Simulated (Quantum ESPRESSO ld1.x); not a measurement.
Q: Coherent X-ray form factor from a spherical all-electron density. All-electron calculation, scalar-relativistic Kohn-Sham, BLYP, spin-unpolarised, spherical densities, point nucleus. Program: ld1.x of Quantum ESPRESSO 7.5.

sin(theta)/lambda (1/angstrom)  f0 (electrons)
0.05                                     8.932
0.1                                      8.732
0.15                                     8.415
0.2                                      8.001
0.25                                     7.515
0.3                                      6.983
0.4                                      5.879
0.5                                      4.843
0.6                                      3.960
0.8                                      2.719
1                                        2.033
1.25                                     1.609
1.5                                      1.393
2                                        1.122

The species is in the configuration that NIST lists as its ground one. Which atom or ion scatters so?

A: The magnesium ion Mg3+, [He] 2s2 2p5. Extrapolating in s^2 from the first two rows gives f0(0) = 9.0, near the electron count 9; among species with that count, the fall with angle is slower the higher Z, and the table is that of Z = 12; from so few rows the species is fixed only to a neighbour or two.
